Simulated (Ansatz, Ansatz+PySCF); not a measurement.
```yaml
atoms:
  - { symbol: H, position_ang: [0.0000, 0.0000, -1.2745] }
  - { symbol: Cl, position_ang: [0.0000, 0.0000, 0.0750] }
```

Basis set: 6-31G (spherical functions). Frozen core: 5 orbitals. Charge 0, multiplicity 1.

Computed with Ansatz (development build ahead of 0.2.0); each method stands on the lowest determinant of its kind that the runs found. Restricted open shells among the atoms or ions are ROHF, correlated in semicanonical orbitals with singles.

The atomization energy at this shape (free ground-state atoms in the same class of orbitals less the molecule, no zero-point energy) of singlet HCl:

```json
{"method": "PBE0 (unrestricted)", "atomization energy": "89.70 kcal/mol"}
{"method": "RHF-CCSD(T)", "atomization energy": "77.75 kcal/mol"}
```

Task: What does RHF-MP2 give?

Result: 74.68 kcal/mol.

This basis has no polarisation functions and is too small for such energies, which can lie far from measured ones in either direction.
